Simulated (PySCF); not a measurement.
A run for PySCF: R-B3LYP/6-31G* on CH6Si (SMILES C[SiH3]) with ghost functions, monomers drawn apart or pushed together.

```python
from pyscf import gto, scf, dft, mp
from pyscf.data.elements import chemcore

mol = gto.M(
    atom='''
    C     1.28286864    0.23282231    2.84032917
    Si   -0.52245784   -0.23260815    2.69211134
    H     1.42302489    1.01449942    3.58920973
    H     1.64826231    0.59993948    1.88066098
    H     1.88403368   -0.62904346    3.13578865
    H    -1.05787979   -0.73730558    3.98087367
    H    -0.72123106   -1.29770998    1.67554780
    H    -1.34761980    0.93473467    2.28821944
    ghost-O    0.15116475    0.71027261   -0.13049501
    ghost-H   -0.59643395    1.24287181    0.16187523
    ghost-H   -0.19445424   -0.18669748   -0.19489409
    ''',
    basis='6-31g*',
    cart=True,
    charge=0, spin=0, verbose=3, max_memory=1800)
mf = dft.RKS(mol, xc='b3lyp')
mf.conv_tol = 1e-8
mf.max_cycle = 100
mf.kernel()
if not mf.converged:
    mf = mf.newton().run(mf.mo_coeff, mf.mo_occ)
```

The log:

```
converged SCF energy = -331.210856108389
```

The calculation finished and met its thresholds.

Cost: roughly 3 core-seconds.
